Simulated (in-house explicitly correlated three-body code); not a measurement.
Computed with an exponentially correlated three-body code. Model: two electrons around a point charge, non-relativistic, variational in 260 exponentially correlated functions (energies converged to about 1e-7 hartree, or 1e-8 relative for large Z).

For two electrons in a singlet the Kohn-Sham orbital is the square root of half the density, so the exact Kohn-Sham potential and energy parts follow from the density alone, and exchange is minus half the Hartree energy. The Kohn-Sham level equals minus the binding energy of the second electron.

Command:
```bash
python run_hyl.py task.json out
```
Settings (lengths in bohr, energies in hartree):
```
Z                      3.72
interaction_strength   1
functions              260
states_tried           13
```

Time taken, with all properties: 38 s on 1 thread of AMD EPYC 7R13 Processor (Zen 3) (shared host).

**Electric-dipole lines between converged S and P states, rate of the upper state's decay.**

Given: nuclear charge 3.72.

| s state | p state | p minus s (eV) | oscillator strength from s | rate (1/s) |
| --- | --- | --- | --- | --- |
| 1 1S | 2 1P | 104.4 | 0.53 | 8.3561e+10 |
| 1 1S | 3 1P | 118.15 | 0.12339 | 2.4914e+10 |
| 1 1S | 4 1P | 122.99 | 0.048076 | 1.0519e+10 |
| 2 1S | 2 1P | 1.8119 | 0.16218 | 7.7012e+06 |
| 2 1S | 3 1P | 15.56 | 0.29511 | 1.0335e+09 |
| 2 1S | 4 1P | 20.398 | 0.08014 | 4.8232e+08 |
| 3 1S | 2 1P | -13.227 | -0.080968 | 6.1472e+08 |
| 3 1S | 3 1P | 0.52084 | 0.27893 | 1.0944e+06 |
| 3 1S | 4 1P | 5.3591 | 0.31025 | 1.2888e+08 |
| 4 1S | 2 1P | -18.369 | -0.01655 | 2.4232e+08 |
| 4 1S | 3 1P | ? | ? | ? |
| 4 1S | 4 1P | 0.21715 | 0.38677 | 263780 |
| 2 3S | 2 3P | ? | ? | ? |
| 2 3S | 3 3P | 17.848 | 0.23784 | 1.0959e+09 |
| 2 3S | 4 3P | 22.944 | 0.068506 | 5.2161e+08 |
| 3 3S | 2 3P | -14.02 | -0.094367 | 8.0488e+08 |
| 3 3S | 3 3P | 0.79918 | 0.38925 | 3.5959e+06 |
| 3 3S | 4 3P | 5.8946 | 0.2466 | 1.2393e+08 |
| 4 3S | 2 3P | -19.592 | -0.018195 | 3.0305e+08 |
| 4 3S | 3 3P | -4.7728 | -0.209 | 2.0659e+08 |
| 4 3S | 4 3P | 0.32266 | 0.53483 | 805360 |

(1) What belongs in the row 4 1S 3 1P?

(2) What belongs in the row 2 3S 2 3P?

**Exact Kohn-Sham parts of the ground state from its density.**

Computed: total energy -11.6688162 hartree; Kohn-Sham kinetic 11.628 hartree; Hartree energy 4.203 hartree; exchange energy -2.1015 hartree; kinetic part of the DFT correlation energy 0.041106 hartree; potential part of the DFT correlation energy -0.085206 hartree; exact minus restricted Hartree-Fock -0.044091 hartree; Kohn-Sham level -129.24 eV; dipole polarisability 0.072247 bohr³; C6 of two such species 0.018172 hartree·bohr⁶.

(3) What is the DFT correlation energy?

(4) What is the restricted Hartree-Fock level?

**Functionals on the exact density and self-consistent, errors are functional minus exact, hybrids only self-consistent, a dash where a self-consistent run leaves the top level unbound.**

```json
{"result": "M06-L", "exchange error (millihartree)": "-23.757", "correlation error (millihartree)": "-3.9041", "functional driven error (millihartree)": "-27.661", "density driven error (millihartree)": "-2.2852", "self consistent total error (millihartree)": "-29.946", "top level plus exact binding (eV)": "17.582"}
{"result": "PW91", "exchange error (millihartree)": "28.861", "correlation error (millihartree)": "-8.6723", "functional driven error (millihartree)": "20.189", "density driven error (millihartree)": "-1.2418", "self consistent total error (millihartree)": "18.947", "top level plus exact binding (eV)": "19.603"}
{"result": "SCAN", "exchange error (millihartree)": "-4.4253", "correlation error (millihartree)": "2.8099", "functional driven error (millihartree)": "-1.6154", "density driven error (millihartree)": "-0.30257", "self consistent total error (millihartree)": "-1.918", "top level plus exact binding (eV)": "17.794"}
{"result": "revTPSS", "exchange error (millihartree)": "-3.4905", "correlation error (millihartree)": "-5.1412", "functional driven error (millihartree)": "-8.6318", "density driven error (millihartree)": "-0.19888", "self consistent total error (millihartree)": "-8.8306", "top level plus exact binding (eV)": "18.089"}
{"result": "LDA PW92", "exchange error (millihartree)": "295.11", "correlation error (millihartree)": "-102.31", "functional driven error (millihartree)": "192.8", "density driven error (millihartree)": "-2.22", "self consistent total error (millihartree)": "190.58", "top level plus exact binding (eV)": "21.132"}
{"result": "wB97X", "exchange error (millihartree)": "-", "correlation error (millihartree)": "-", "functional driven error (millihartree)": "-", "density driven error (millihartree)": "-", "self consistent total error (millihartree)": "-17.691", "top level plus exact binding (eV)": "12.674"}
{"result": "BP86", "exchange error (millihartree)": "10.217", "correlation error (millihartree)": "-3.4599", "functional driven error (millihartree)": "6.7569", "density driven error (millihartree)": "-0.75703", "self consistent total error (millihartree)": "5.9998", "top level plus exact binding (eV)": "19.645"}
{"result": "PBE", "exchange error (millihartree)": "35.22", "correlation error (millihartree)": "-1.6367", "functional driven error (millihartree)": "33.583", "density driven error (millihartree)": "-1.2043", "self consistent total error (millihartree)": "32.379", "top level plus exact binding (eV)": "19.844"}
{"result": "BLYP", "exchange error (millihartree)": "10.217", "correlation error (millihartree)": "-4.6517", "functional driven error (millihartree)": "5.5651", "density driven error (millihartree)": "-1.5024", "self consistent total error (millihartree)": "4.0627", "top level plus exact binding (eV)": "19.452"}
{"result": "PBEsol", "exchange error (millihartree)": "126.5", "correlation error (millihartree)": "-14.063", "functional driven error (millihartree)": "112.44", "density driven error (millihartree)": "-1.24", "self consistent total error (millihartree)": "111.2", "top level plus exact binding (eV)": "20.644"}
{"result": "AM05", "exchange error (millihartree)": "227.49", "correlation error (millihartree)": "-83.531", "functional driven error (millihartree)": "143.96", "density driven error (millihartree)": "-1.4883", "self consistent total error (millihartree)": "142.47", "top level plus exact binding (eV)": "21.022"}
{"result": "RPBE", "exchange error (millihartree)": "?", "correlation error (millihartree)": "?", "functional driven error (millihartree)": "?", "density driven error (millihartree)": "?", "self consistent total error (millihartree)": "?", "top level plus exact binding (eV)": "?"}
{"result": "B3LYP VWN-RPA", "exchange error (millihartree)": "-", "correlation error (millihartree)": "-", "functional driven error (millihartree)": "-", "density driven error (millihartree)": "-", "self consistent total error (millihartree)": "-0.92623", "top level plus exact binding (eV)": "15.223"}
{"result": "r2SCAN0", "exchange error (millihartree)": "-", "correlation error (millihartree)": "-", "functional driven error (millihartree)": "-", "density driven error (millihartree)": "-", "self consistent total error (millihartree)": "-0.65261", "top level plus exact binding (eV)": "13.123"}
{"result": "PBE0", "exchange error (millihartree)": "-", "correlation error (millihartree)": "-", "functional driven error (millihartree)": "-", "density driven error (millihartree)": "-", "self consistent total error (millihartree)": "24.226", "top level plus exact binding (eV)": "14.612"}
{"result": "OLYP", "exchange error (millihartree)": "?", "correlation error (millihartree)": "?", "functional driven error (millihartree)": "?", "density driven error (millihartree)": "?", "self consistent total error (millihartree)": "?", "top level plus exact binding (eV)": "?"}
{"result": "TPSS", "exchange error (millihartree)": "-4.0251", "correlation error (millihartree)": "-2.5697", "functional driven error (millihartree)": "-6.5948", "density driven error (millihartree)": "-0.31405", "self consistent total error (millihartree)": "-6.9088", "top level plus exact binding (eV)": "18.412"}
{"result": "HSE06", "exchange error (millihartree)": "-", "correlation error (millihartree)": "-", "functional driven error (millihartree)": "-", "density driven error (millihartree)": "-", "self consistent total error (millihartree)": "21.633", "top level plus exact binding (eV)": "15.011"}
{"result": "r2SCAN", "exchange error (millihartree)": "-4.4253", "correlation error (millihartree)": "2.8099", "functional driven error (millihartree)": "-1.6154", "density driven error (millihartree)": "-0.30257", "self consistent total error (millihartree)": "-1.918", "top level plus exact binding (eV)": "17.794"}
{"result": "LDA VWN5", "exchange error (millihartree)": "295.11", "correlation error (millihartree)": "-103.07", "functional driven error (millihartree)": "192.04", "density driven error (millihartree)": "-2.2123", "self consistent total error (millihartree)": "189.83", "top level plus exact binding (eV)": "21.121"}
```

(5) What belongs in the row RPBE?

(6) What belongs in the row OLYP?

**Density and exact potentials over r, pair density (one pair, times 4 pi r12^2) and exact minus Kohn-Sham pair density over r12.**

```json
{"radius (bohr)": "0.0565", "radial density (electrons/bohr)": "0.72154", "exchange potential (hartree)": "-3.3334", "intracule density (1/bohr)": "0.048413", "Coulomb hole against Kohn-Sham (1/bohr)": "-0.01299", "correlation potential (hartree)": "-0.04"}
{"radius (bohr)": "0.0657", "radial density (electrons/bohr)": "0.91199", "exchange potential (hartree)": "-3.3104", "intracule density (1/bohr)": "0.065388", "Coulomb hole against Kohn-Sham (1/bohr)": "-0.0169", "correlation potential (hartree)": "-0.036"}
{"radius (bohr)": "0.0764", "radial density (electrons/bohr)": "1.1404", "exchange potential (hartree)": "-3.281", "intracule density (1/bohr)": "0.088148", "Coulomb hole against Kohn-Sham (1/bohr)": "-0.0218", "correlation potential (hartree)": "-0.032"}
{"radius (bohr)": "0.0888", "radial density (electrons/bohr)": "1.4073", "exchange potential (hartree)": "-3.2436", "intracule density (1/bohr)": "0.11839", "Coulomb hole against Kohn-Sham (1/bohr)": "-0.02781", "correlation potential (hartree)": "-0.027"}
{"radius (bohr)": "0.103", "radial density (electrons/bohr)": "1.7076", "exchange potential (hartree)": "-3.1974", "intracule density (1/bohr)": "0.15776", "Coulomb hole against Kohn-Sham (1/bohr)": "-0.03491", "correlation potential (hartree)": "-0.021"}
{"radius (bohr)": "0.12", "radial density (electrons/bohr)": "2.0493", "exchange potential (hartree)": "-3.1381", "intracule density (1/bohr)": "0.21088", "Coulomb hole against Kohn-Sham (1/bohr)": "-0.04341", "correlation potential (hartree)": "-0.015"}
{"radius (bohr)": "0.14", "radial density (electrons/bohr)": "2.4148", "exchange potential (hartree)": "-3.0642", "intracule density (1/bohr)": "0.2805", "Coulomb hole against Kohn-Sham (1/bohr)": "-0.05293", "correlation potential (hartree)": "-0.007"}
{"radius (bohr)": "0.162", "radial density (electrons/bohr)": "2.7614", "exchange potential (hartree)": "-2.9795", "intracule density (1/bohr)": "0.3641", "Coulomb hole against Kohn-Sham (1/bohr)": "-0.06227", "correlation potential (hartree)": "0"}
{"radius (bohr)": "0.189", "radial density (electrons/bohr)": "3.1006", "exchange potential (hartree)": "-2.8727", "intracule density (1/bohr)": "0.47345", "Coulomb hole against Kohn-Sham (1/bohr)": "-0.07144", "correlation potential (hartree)": "0.007"}
{"radius (bohr)": "0.22", "radial density (electrons/bohr)": "3.3735", "exchange potential (hartree)": "-2.7491", "intracule density (1/bohr)": "0.60309", "Coulomb hole against Kohn-Sham (1/bohr)": "-0.07823", "correlation potential (hartree)": "0.014"}
{"radius (bohr)": "0.255", "radial density (electrons/bohr)": "?", "exchange potential (hartree)": "?", "intracule density (1/bohr)": "?", "Coulomb hole against Kohn-Sham (1/bohr)": "?", "correlation potential (hartree)": "?"}
{"radius (bohr)": "0.297", "radial density (electrons/bohr)": "?", "exchange potential (hartree)": "?", "intracule density (1/bohr)": "?", "Coulomb hole against Kohn-Sham (1/bohr)": "?", "correlation potential (hartree)": "?"}
{"radius (bohr)": "0.345", "radial density (electrons/bohr)": "3.4778", "exchange potential (hartree)": "-2.2778", "intracule density (1/bohr)": "1.0665", "Coulomb hole against Kohn-Sham (1/bohr)": "-0.06549", "correlation potential (hartree)": "0.024"}
{"radius (bohr)": "0.401", "radial density (electrons/bohr)": "3.205", "exchange potential (hartree)": "-2.0921", "intracule density (1/bohr)": "1.2025", "Coulomb hole against Kohn-Sham (1/bohr)": "-0.04569", "correlation potential (hartree)": "0.023"}
{"radius (bohr)": "0.467", "radial density (electrons/bohr)": "2.7821", "exchange potential (hartree)": "-1.8963", "intracule density (1/bohr)": "1.2917", "Coulomb hole against Kohn-Sham (1/bohr)": "-0.01929", "correlation potential (hartree)": "0.02"}
{"radius (bohr)": "0.543", "radial density (electrons/bohr)": "2.2619", "exchange potential (hartree)": "-1.7004", "intracule density (1/bohr)": "1.3054", "Coulomb hole against Kohn-Sham (1/bohr)": "0.00843", "correlation potential (hartree)": "0.016"}
{"radius (bohr)": "0.631", "radial density (electrons/bohr)": "1.7051", "exchange potential (hartree)": "-1.5089", "intracule density (1/bohr)": "1.2279", "Coulomb hole against Kohn-Sham (1/bohr)": "0.03126", "correlation potential (hartree)": "0.012"}
{"radius (bohr)": "0.734", "radial density (electrons/bohr)": "1.1736", "exchange potential (hartree)": "-1.3251", "intracule density (1/bohr)": "1.0591", "Coulomb hole against Kohn-Sham (1/bohr)": "0.04366", "correlation potential (hartree)": "0.008"}
{"radius (bohr)": "0.853", "radial density (electrons/bohr)": "0.73079", "exchange potential (hartree)": "-1.1556", "intracule density (1/bohr)": "0.82572", "Coulomb hole against Kohn-Sham (1/bohr)": "0.04324", "correlation potential (hartree)": "0.005"}
{"radius (bohr)": "0.992", "radial density (electrons/bohr)": "0.40292", "exchange potential (hartree)": "-1.0014", "intracule density (1/bohr)": "0.56969", "Coulomb hole against Kohn-Sham (1/bohr)": "0.03284", "correlation potential (hartree)": "0.003"}
{"radius (bohr)": "1.15", "radial density (electrons/bohr)": "0.19661", "exchange potential (hartree)": "-0.86722", "intracule density (1/bohr)": "0.34494", "Coulomb hole against Kohn-Sham (1/bohr)": "0.01917", "correlation potential (hartree)": "0.002"}
{"radius (bohr)": "1.34", "radial density (electrons/bohr)": "0.079508", "exchange potential (hartree)": "-0.74559", "intracule density (1/bohr)": "0.17333", "Coulomb hole against Kohn-Sham (1/bohr)": "0.007625", "correlation potential (hartree)": "0.001"}
```

(7) What belongs in the row 0.255?

(8) What belongs in the row 0.297?

## Answers

(1) p minus s (eV): -4.6211; oscillator strength from s: -0.17733; rate (1/s): 1.6432e+08.

(2) p minus s (eV): 3.0289; oscillator strength from s: 0.23335; rate (1/s): 3.0964e+07.

(3) -0.0441 hartree.

(4) -129.56 eV.

(5) exchange error (millihartree): -0.46132; correlation error (millihartree): -1.6367; functional driven error (millihartree): -2.098; density driven error (millihartree): -1.2867; self consistent total error (millihartree): -3.3847; top level plus exact binding (eV): 19.642.

(6) exchange error (millihartree): 6.8316; correlation error (millihartree): -4.6517; functional driven error (millihartree): 2.1799; density driven error (millihartree): -1.4594; self consistent total error (millihartree): 0.72051; top level plus exact binding (eV): 19.534.

(7) radial density (electrons/bohr): 3.5446; exchange potential (hartree): -2.611; intracule density (1/bohr): 0.74774; Coulomb hole against Kohn-Sham (1/bohr): -0.08077; correlation potential (hartree): 0.019.

(8) radial density (electrons/bohr): 3.5891; exchange potential (hartree): -2.4508; intracule density (1/bohr): 0.90923; Coulomb hole against Kohn-Sham (1/bohr): -0.07706; correlation potential (hartree): 0.023.

The density-driven part is never positive, since each functional's own density lowers its energy. Here it is small beside the functional-driven part (median ratio 0.062), the normal case. The correlation energy of density-functional theory lies 0.0088 millihartree below exact minus Hartree-Fock, because the Hartree-Fock density, unlike the exact one, minimises the Hartree-Fock energy.
